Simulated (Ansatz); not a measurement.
Consider the substitution at a C–O bond: `C[O][Ga]([CH3])[NH2]` + `[OH][GeH2][SiH](O)O` → `CO[SiH](O)[GeH2][OH]` + `[CH3][Ga]([NH2])[OH]`.

Program: Ansatz. Geometries: PBE0-D4/def2-TZVP. ΔE: electronic, gas phase. CCSD(T)/CBS is the MP2 limit (def2-TZVPP, def2-QZVPP) plus CCSD(T) − MP2 in def2-TZVPP, frozen cores. DFT in def2-TZVPP. B3LYP here is the variant with VWN-RPA as its local correlation; programs differ in this. For Ga, Ge outer-core shells are correlated without core-valence functions, which leaves a few kJ/mol of doubt a bond. Scalar relativity is left out up to krypton. Each species was taken in one conformer, which may not be the lowest.

(1) Is it downhill or uphill in electronic energy at CCSD(T)/CBS, and by how much? (Best estimate.)

(2) What do these levels give: PBE-D4, PBE0-D4, B3LYP-D4, ωB97M-V, r2SCAN, PBE0, B3LYP, MP2/def2-TZVPP, SCS-MP2/def2-TZVPP, CCSD/def2-TZVPP, MP2/CBS(def2), CCSD/CBS(def2)? (Estimate.)

Largest T1 diagnostic among the species: 0.013.

Answers

(1) Ansatz gave: Downhill: ΔE = -0.07 eV.

(2) The calculation gave: PBE-D4 -0.05, PBE0-D4 -0.05, B3LYP-D4 -0.06, ωB97M-V -0.06, r2SCAN -0.05, PBE0 -0.06, B3LYP -0.06, MP2/def2-TZVPP -0.07, SCS-MP2/def2-TZVPP -0.07, CCSD/def2-TZVPP -0.06, MP2/CBS(def2) -0.08, CCSD/CBS(def2) -0.07 eV.
